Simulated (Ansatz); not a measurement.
```yaml
crystal:
  periodic: [false, false, false]
  atoms:
    - {symbol: C, position_ang: [-1.292585, 0.695364, -0.032764]}
    - {symbol: C, position_ang: [0.118182, 0.367173, -0.495351]}
    - {symbol: Si, position_ang: [1.218050, -0.383602, 0.838723]}
    - {symbol: S, position_ang: [0.159970, -0.723932, -1.951882]}
    - {symbol: H, position_ang: [-1.273533, 1.425563, 0.781840]}
    - {symbol: H, position_ang: [-1.888435, 1.105160, -0.851452]}
    - {symbol: H, position_ang: [-1.803581, -0.198957, 0.333381]}
    - {symbol: H, position_ang: [0.612598, 1.276167, -0.855295]}
    - {symbol: H, position_ang: [1.197651, 0.454590, 2.071781]}
    - {symbol: H, position_ang: [2.614629, -0.503511, 0.352692]}
    - {symbol: H, position_ang: [0.686484, -1.731952, 1.177936]}
    - {symbol: H, position_ang: [-0.272530, -1.837264, -1.335410]}
basis:
  gaussian: {orbitals: aug-cc-pVDZ}
total_charge: 4
magnetization: {spin_polarized: true, initial_magnetization: 0}
hamiltonian: {xc: {name: BHLYP}, dispersion: d3bjatm}
output: {forces: true}
```

```sh
$ ansatz run in.yaml --threads 4 --pin off --events-out ev --progress --plain --max-ram 10444MiB
```

Output, abridged:

```
Functional definition: BHLYP
1705 factors; integrals over basis functions are off by at most 7.5e-4 eV
mean field evaluation 1: about -20775.0580 eV, gradient 9.7e1 eV
mean field evaluation 2: about -20312.3659 eV, gradient 2.1e2 eV
mean field evaluation 4: about -20814.7363 eV, gradient 5.2e1 eV
mean field evaluation 8: about -20838.3093 eV, gradient 2.1e0 eV
mean field evaluation 16: about -20838.5611 eV, gradient 1.9e-1 eV
mean field evaluation 32: about -20840.2271 eV, gradient 3.9e0 eV
mean field evaluation 64: about -20840.2541 eV, gradient 2.7e0 eV
mean field evaluation 96: about -20840.5284 eV, gradient 9.6e-1 eV
mean field evaluation 128: about -20840.6624 eV, gradient 1.7e-1 eV
mean field evaluation 160: about -20840.4684 eV, gradient 3.4e-2 eV
mean field -20840.66555560 eV, -765.8803328576 hartree, gradient 1.2e-7 eV, S^2 1.658136; 12 other end points of the search recorded, 0 dependent functions left out
reference -20840.66574391 eV, -765.8803397783 hartree; 23, 23 occupied and 149, 149 virtual orbitals, 1705 factors
Total energy: -20841.08340720 eV, -765.8956886208 hartree
Atom 0 at    -1.292585     0.695364    -0.032764 Å, force     5.223269    -1.121831     3.769030 eV/Å
Atom 1 at     0.118182     0.367173    -0.495351 Å, force    -2.650761     1.739486    -1.957625 eV/Å
Atom 2 at     1.218050    -0.383602     0.838723 Å, force    -1.386668    -0.569384     1.172132 eV/Å
Atom 3 at     0.159970    -0.723932    -1.951882 Å, force     0.633905    -0.024631    -0.848610 eV/Å
Atom 4 at    -1.273533     1.425563     0.781840 Å, force    -0.147324     1.393403    -0.294539 eV/Å
Atom 5 at    -1.888435     1.105160    -0.851452 Å, force    -3.189783     1.120073    -2.209449 eV/Å
Atom 6 at    -1.803581    -0.198957     0.333381 Å, force    -2.232356    -1.225570    -0.928139 eV/Å
Atom 7 at     0.612598     1.276167    -0.855295 Å, force     0.561486     1.088241     0.183492 eV/Å
Atom 8 at     1.197651     0.454590     2.071781 Å, force     0.058511     1.890469     1.803042 eV/Å
Atom 9 at     2.614629    -0.503511     0.352692 Å, force     3.510318    -0.769480    -0.840845 eV/Å
Atom 10 at     0.686484    -1.731952     1.177936 Å, force     0.265757    -2.099667     0.220055 eV/Å
Atom 11 at    -0.272530    -1.837264    -1.335410 Å, force    -0.646354    -1.421109    -0.068544 eV/Å
Dipole moment:     0.139379    -0.000567     0.895592 e Å
```

What is wrong with this run?

The charge is far from anything that the molecule holds. Self-consistency was reached. The result belongs to that input, not to the molecule as meant.
